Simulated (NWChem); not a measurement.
C₂H₃NO₂Si; SMILES O=C=N[SiH2]C=O

```xyz
9

O      0.6047     3.2858     0.0000
C      0.2128     2.1871     0.0000
N     -0.1845     1.0568     0.0000
Si    -0.7862    -0.5545     0.0000
C      0.6880    -1.7988     0.0000
O      0.4550    -2.9812     0.0000
H     -1.6008    -0.7915     1.2230
H     -1.6008    -0.7915    -1.2230
H      1.7495    -1.4217     0.0000
```
Atoms are numbered in this order, from 1.

All runs use the structure optimised with PBE0/def2-SVP.

### Question
Give the principal values of the shielding tensors (ppm) of O1, C2, N3, Si4, C5 from B3LYP/6-31G* (spherical d), GIAO (NWChem), with their diamagnetic and paramagnetic parts as GIAO splits them.

### Answer
```csv
atom,σ11,σ22,σ33,isotropic,diamagnetic,paramagnetic
O1,126.3,126.9,382.1,211.8,397.6,-185.9
C2,-17.4,-17.3,276.6,80.6,269.6,-189.0
N3,184.8,192.0,335.6,237.5,317.2,-79.8
Si4,438.0,464.5,517.8,473.4,882.7,-409.2
C5,-134.4,-53.8,95.7,-30.8,253.5,-284.3
```
